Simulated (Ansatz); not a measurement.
Gas-phase electronic energies from Ansatz, PBE0-D4/def2-TZVP geometries. CCSD(T)/CBS adds triple-zeta CCSD(T) − MP2 to the extrapolated MP2 energy (def2 sets, frozen cores). Functionals use def2-TZVPP. B3LYP here is the variant with VWN-RPA as its local correlation; programs differ in this. One conformer a species, not always the lowest.

`SC1CO[SiH2]1` → `[SiH3]C1(S)CO1`  (isomerisation)

```
             level  ΔE (kJ/mol)  difference from CCSD(T)/CBS
            PBE-D4        154.6                        -20.8
         r2SCAN-D4        164.2                        -11.2
           PBE0-D4        168.1                         -7.3
          B3LYP-D4        167.6                         -7.8
           ωB97X-V        168.8                         -6.6
           ωB97M-V        173.9                         -1.5
            B2PLYP        171.0                         -4.4
               PBE        154.0                        -21.4
            r2SCAN        164.1                        -11.3
              PBE0        167.6                         -7.8
             B3LYP        166.7                         -8.7
     HF/def2-TZVPP        185.3                          9.9
    MP2/def2-TZVPP        175.2                         -0.2
SCS-MP2/def2-TZVPP        173.6                         -1.8
   CCSD/def2-TZVPP        176.3                          0.9
CCSD(T)/def2-TZVPP        172.0                         -3.4
     HF/def2-QZVPP        186.3                         10.9
    MP2/def2-QZVPP        177.5                          2.1
SCS-MP2/def2-QZVPP        176.0                          0.6
      HF/CBS(def2)        186.5                         11.1
     MP2/CBS(def2)        178.6                          3.2
    CCSD/CBS(def2)        179.7                          4.3
       CCSD(T)/CBS        175.4                            0
```

Largest T1 diagnostic among the species: 0.013.

In def2-TZVPP, CCSD(T) changes the Hartree–Fock value by −13.3 kJ/mol (the triples alone add −4.3 kJ/mol) and MP2 by −10.1 kJ/mol. From PBE to PBE0 (25 % exact exchange), in def2-TZVPP and without D4, ΔE moves by +13.6 kJ/mol.
